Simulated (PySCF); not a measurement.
# Basis-set dependence of population analyses: 4-methylpyridine

4-methylpyridine, C6H7N.
Bonds: C1–C2, C2–C3 (aromatic), C3–C4 (aromatic), C4–N5 (aromatic), N5–C6 (aromatic), C6–C7 (aromatic), C2–C7 (aromatic). Hydrogens: H8, H9, H10 on C1; H11 on C3; H12 on C4; H13 on C6; H14 on C7.

PBE0 throughout (PySCF), one geometry, spherical d and f functions. Isolated species at its PBE0-D3(BJ)/def2-SVP geometry, gas phase. Atoms taken as equivalent share a column and are averaged. The first 7 of 8 kinds of atom are listed.

Mulliken charges (e):

| basis | functions | C1 | C2 | C3/C7 | C4/C6 | N5 | H8/H9/H10 | H11/H14 |
| --- | --- | --- | --- | --- | --- | --- | --- | --- |
| STO-3G | 42 | -0.240 | +0.012 | -0.092 | +0.004 | -0.237 | +0.092 | +0.090 |
| pcSseg-0 | 77 | -0.605 | -0.178 | -0.237 | +0.099 | -0.657 | +0.250 | +0.237 |
| 6-31G | 77 | -0.555 | +0.070 | -0.175 | -0.022 | -0.394 | +0.189 | +0.174 |
| 6-31G* | 112 | -0.604 | +0.157 | -0.221 | -0.002 | -0.386 | +0.197 | +0.169 |
| cc-pVDZ | 133 | -0.002 | -0.089 | -0.073 | +0.118 | -0.226 | +0.062 | -0.005 |
| def2-SVP | 133 | +0.006 | -0.086 | -0.063 | +0.051 | -0.174 | +0.058 | +0.016 |
| pcSseg-1 | 154 | -0.143 | -0.242 | -0.149 | +0.156 | -0.414 | +0.134 | +0.082 |
| aug-cc-pVDZ | 224 | +0.378 | +0.297 | +1.236 | -0.082 | -0.475 | -0.063 | -0.694 |
| 6-311+G(2d,p) | 231 | -0.743 | +0.694 | -0.210 | -0.094 | -0.282 | +0.163 | +0.108 |
| def2-TZVP | 259 | -0.399 | +0.072 | -0.123 | -0.060 | -0.205 | +0.139 | +0.119 |
| cc-pVTZ | 308 | -0.295 | +0.080 | -0.148 | -0.061 | -0.163 | +0.108 | +0.115 |
| IGLO-III | 315 | -0.418 | +0.171 | -0.111 | +0.016 | -0.353 | +0.132 | +0.090 |

IAO charges (e):

```tsv
basis	functions	C1	C2	C3/C7	C4/C6	N5	H8/H9/H10	H11/H14
STO-3G	42	-0.399	+0.006	-0.152	-0.059	-0.181	+0.145	+0.141
pcSseg-0	77	-0.430	+0.030	-0.184	-0.026	-0.261	+0.157	+0.151
6-31G	77	-0.443	+0.044	-0.188	-0.032	-0.265	+0.159	+0.154
6-31G*	112	-0.424	+0.045	-0.186	-0.006	-0.281	+0.153	+0.146
cc-pVDZ	133	-0.424	+0.047	-0.190	-0.008	-0.276	+0.153	+0.147
def2-SVP	133	-0.412	+0.046	-0.186	-0.006	-0.275	+0.149	+0.145
pcSseg-1	154	-0.421	+0.043	-0.192	-0.008	-0.284	+0.153	+0.149
aug-cc-pVDZ	224	-0.434	+0.049	-0.196	-0.008	-0.290	+0.157	+0.152
6-311+G(2d,p)	231	-0.435	+0.048	-0.195	-0.007	-0.292	+0.157	+0.151
def2-TZVP	259	-0.435	+0.049	-0.195	-0.006	-0.290	+0.157	+0.151
cc-pVTZ	308	-0.436	+0.048	-0.195	-0.007	-0.287	+0.157	+0.151
IGLO-III	315	-0.436	+0.048	-0.196	-0.008	-0.291	+0.158	+0.152
```

Hirshfeld charges (e):

```
        basis  functions      C1      C2   C3/C7   C4/C6      N5  H8/H9/H10  H11/H14
       STO-3G         42  -0.032  +0.018  -0.036  +0.035  -0.175     +0.024   +0.031
     pcSseg-0         77  -0.097  +0.027  -0.060  +0.014  -0.164     +0.046   +0.047
        6-31G         77  -0.093  +0.025  -0.059  +0.014  -0.183     +0.046   +0.051
       6-31G*        112  -0.094  +0.025  -0.059  +0.016  -0.180     +0.046   +0.048
      cc-pVDZ        133  -0.104  +0.025  -0.060  +0.013  -0.157     +0.048   +0.047
     def2-SVP        133  -0.108  +0.027  -0.061  +0.015  -0.163     +0.049   +0.049
     pcSseg-1        154  -0.110  +0.023  -0.061  +0.014  -0.171     +0.050   +0.051
  aug-cc-pVDZ        224  -0.117  +0.019  -0.062  +0.010  -0.174     +0.053   +0.054
6-311+G(2d,p)        231  -0.108  +0.016  -0.061  +0.011  -0.177     +0.052   +0.054
    def2-TZVP        259  -0.113  +0.021  -0.061  +0.011  -0.173     +0.052   +0.053
      cc-pVTZ        308  -0.114  +0.023  -0.061  +0.012  -0.169     +0.051   +0.052
     IGLO-III        315  -0.117  +0.021  -0.061  +0.010  -0.174     +0.053   +0.054
```

ESP-fitted charges (e):

```tsv
basis	functions	C1	C2	C3/C7	C4/C6	N5	H8/H9/H10	H11/H14
STO-3G	42	-0.620	+0.663	-0.597	+0.511	-0.647	+0.157	+0.169
pcSseg-0	77	-0.753	+0.833	-0.830	+0.636	-0.825	+0.197	+0.256
6-31G	77	-0.621	+0.774	-0.776	+0.606	-0.793	+0.163	+0.234
6-31G*	112	-0.640	+0.743	-0.715	+0.491	-0.670	+0.167	+0.223
cc-pVDZ	133	-0.566	+0.706	-0.701	+0.472	-0.635	+0.149	+0.219
def2-SVP	133	-0.567	+0.730	-0.730	+0.527	-0.688	+0.149	+0.222
pcSseg-1	154	-0.608	+0.777	-0.790	+0.560	-0.734	+0.160	+0.243
aug-cc-pVDZ	224	-0.663	+0.860	-0.815	+0.560	-0.730	+0.168	+0.241
6-311+G(2d,p)	231	-0.683	+0.849	-0.798	+0.533	-0.716	+0.174	+0.242
def2-TZVP	259	-0.683	+0.842	-0.786	+0.526	-0.702	+0.173	+0.237
cc-pVTZ	308	-0.657	+0.805	-0.760	+0.512	-0.685	+0.168	+0.230
IGLO-III	315	-0.666	+0.842	-0.790	+0.540	-0.718	+0.169	+0.236
```

Some averages cover members that differ in this geometry, most widely: H8/H9/H10, Mulliken in aug-cc-pVDZ -0.126 to +0.061 e.

Which scheme is steadiest as the basis changes?

Largest range over the bases for any column: Hirshfeld 0.08 e, IAO 0.11 e, ESP-fitted 0.23 e, Mulliken 1.47 e. Hirshfeld charges move least and Mulliken charges most, counted in e. Without the minimal STO-3G basis the ranges are Hirshfeld 0.03, IAO 0.03, ESP-fitted 0.19, Mulliken 1.47 e.

How much do the charges still move between the two largest bases, cc-pVTZ and IGLO-III?

At most, over all atoms: Mulliken 0.190 e, IAO 0.004 e, Hirshfeld 0.005 e, ESP-fitted 0.036 e.

What do the same runs give for the total energy, the frontier levels and the dipole moment?

| basis | energy (Eh) | HOMO (eV) | LUMO (eV) | μ (D) |
| --- | --- | --- | --- | --- |
| STO-3G | -283.7404 | -4.71 | 2.19 | 2.46 |
| pcSseg-0 | -286.6082 | -6.98 | -0.63 | 3.08 |
| 6-31G | -287.1798 | -6.87 | -0.32 | 3.03 |
| 6-31G* | -287.2554 | -7.06 | -0.32 | 2.67 |
| cc-pVDZ | -287.2792 | -7.13 | -0.45 | 2.57 |
| def2-SVP | -287.0537 | -7.16 | -0.55 | 2.70 |
| pcSseg-1 | -287.2224 | -7.33 | -0.68 | 2.79 |
| aug-cc-pVDZ | -287.2930 | -7.33 | -0.75 | 2.78 |
| 6-311+G(2d,p) | -287.3357 | -7.37 | -0.75 | 2.81 |
| def2-TZVP | -287.3589 | -7.31 | -0.68 | 2.72 |
| cc-pVTZ | -287.3520 | -7.28 | -0.63 | 2.67 |
| IGLO-III | -287.3648 | -7.36 | -0.74 | 2.78 |

The dipole is fixed by the density alone, so its range of 0.62 D shows that the density itself changes with the basis, not only its division among atoms.
